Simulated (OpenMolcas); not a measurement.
**In: effect of the basis set**

* Program: OpenMolcas
* Method: CASSCF
* Active space: 3 electrons in 8 orbitals (5s 5p 6s 6p)
* State averaging: 2S+1 = 4 odd, 1 root (0 in the spin-orbit step); 2S+1 = 2 odd, 3 roots; 2S+1 = 4 even, 3 roots; 2S+1 = 2 even, 5 roots (0 in the spin-orbit step)
* Spin-orbit coupling: state interaction with AMFI integrals over the reference wave functions, term energies averaged over their components

A. ANO-RCC-VTZP [7s6p4d2f1g], DKH2, point nucleus; cost roughly 14 core-seconds
B. ANO-RCC-VQZP [8s7p5d3f2g], DKH2, point nucleus; cost of the order of 30 core-seconds
C. ANO-RCC [10s9p8d5f3g], DKH2, point nucleus; cost of the order of 60 core-seconds

Energies in cm-1 above 5s2 5p 2P* 1/2, the measured ground level; measured values from NIST Handbook of Basic Atomic Spectroscopic Data.

| Level | A | B | C | Measured |
| --- | --- | --- | --- | --- |
| 5s2 5p 2P* 1/2 | 0.0 | 0.0 | 0.0 | 0.0 |
| 5s2 5p 2P* 3/2 | 1766 | 1683 | 1693 | 2213 |
| 5s 5p2 4P 1/2 | 28599 | 28532 | 28555 | 34978 |
| 5s 5p2 4P 3/2 | 29346 | 29295 | 29315 | 36021 |
| 5s 5p2 4P 5/2 | 30592 | 30567 | 30581 | 37452 |

Deviations, from unrounded energies. A percentage is the sum of absolute deviations over the sum of measured energies, with the sign that they share, or ± where signs differ.

```json
{"Against measurement": "mean absolute deviation (cm-1)", "Levels": "4", "A": "5100", "B": "5100", "C": "5100"}
{"Against measurement": "fine structure of the ground term (%)", "Levels": "1", "A": "-20.2", "B": "-23.9", "C": "-23.5"}
{"Against measurement": "other configurations (%)", "Levels": "3", "A": "-18.4", "B": "-18.5", "C": "-18.4"}
```

A, B, C lie about equally close to measurement. The largest miss of A in the table is 5s 5p2 4P 5/2, by -6900 cm-1. The ranking rests on the paired levels alone, and a cruder setting can come out closer through cancelling errors.

Among A to C the level of the table that moves most is 5s2 5p 2P* 3/2, by 83 cm-1 (lowest in B, highest in A).

Some high roots are left out of the spin-orbit mixing, which shifts the levels that they would mix with. Without dynamic correlation excited terms often stand tens of per cent too high (terms of higher spin than the ground term too low), and those without a measured partner can miss by more than the paired ones. Active for correlation alone: 6p 6s; no level in the range computed is led by a configuration that fills them, so any true level of that kind is missing. Terms of s pⁿ other than that of highest spin mix with s² pⁿ⁻² d, which this space lacks; all of them can be thousands of cm-1 off, and some have no real level of that name. Computed and measured levels are paired by configuration, term and J; levels that our copy of the source lacks, or whose pairing is in doubt (as where it misses far off the trend of its configuration), stay unpaired and out of the deviations. Levels of configurations outside the active space are missing.

* marks odd parity.
